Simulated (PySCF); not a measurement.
Computed shifts of a molecule C5H7F, HF/pcSseg-1 (PySCF), GIAO, gas phase, atoms alike by connectivity averaged where their shifts nearly agree, in ppm (number of nuclei): ¹⁹F: -125.9 (1). ¹³C: 150.9 (1), 129.6 (1), 26.2 (1), 25.0 (1), 18.8 (1). ¹H: 6.86 (1), 3.10 (2), 2.94 (2), 2.26 (2). References: ¹⁹F against CFCl3 (σ = 238.5 ppm); ¹³C against TMS (σ = 192.6 ppm); ¹H against TMS (σ = 31.99 ppm), references at their B3LYP-D3(BJ)/def2-TZVP geometries, non-relativistic. The structure is a stationary point at B3LYP-D3(BJ)/def2-SVP. A frequency run showed that this geometry is not a minimum. The values are those of a single conformer.

**Question.** Identify the compound among the candidates.
(A) CCC=C=CF
(B) CC#C[C@@H](C)F
(C) C[C@@H]1C=C[C@@H]1F
(D) FC=C1CCC1

**Answer.** D, FC=C1CCC1
